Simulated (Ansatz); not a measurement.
`[F][Ge][N]([SiH3])[SiH3]` + `[SiH3][O][Mg][O][SiH3]` → `[F][Ge][O][SiH3]` + `[SiH3][O][Mg][N]([SiH3])[SiH3]`  (redistribution)

Computed with Ansatz on PBE0-D4/def2-TZVP structures; ΔE is electronic, products minus reactants. CBS: MP2 limit from def2 TZ/QZ plus the TZ coupled-cluster correction, frozen cores. DFT in def2-TZVPP. B3LYP here is the variant with VWN-RPA as its local correlation; programs differ in this. HSE06 is defined as in plane-wave codes. For Ge, Mg outer-core shells are correlated without core-valence functions, which leaves a few kJ/mol of doubt a bond. Scalar relativity is left out up to krypton. One conformer a species, not always the lowest.

```tsv
level	ΔE (kcal/mol)	difference from CCSD(T)/CBS
PBE-D4	6.9	-1.4
ωB97M-V	7.4	-0.9
r2SCAN	7.6	-0.7
B3LYP	6.8	-1.5
HSE06	6.9	-1.4
BHLYP	7.3	-1.0
MP2/def2-TZVPP	8.8	0.5
CCSD/def2-TZVPP	8.0	-0.3
MP2/def2-QZVPP	9.0	0.7
HF/CBS(def2)	6.7	-1.6
CCSD(T)/CBS	8.3	0
```

Largest T1 diagnostic among the species: 0.015.

At CCSD(T), def2-SVP lies +1.5 kcal/mol from the extrapolated value and def2-TZVPP −0.3 kcal/mol. In def2-TZVPP, CCSD(T) changes the Hartree–Fock value by +1.3 kcal/mol (the triples alone add +0.0 kcal/mol) and MP2 by +2.1 kcal/mol.
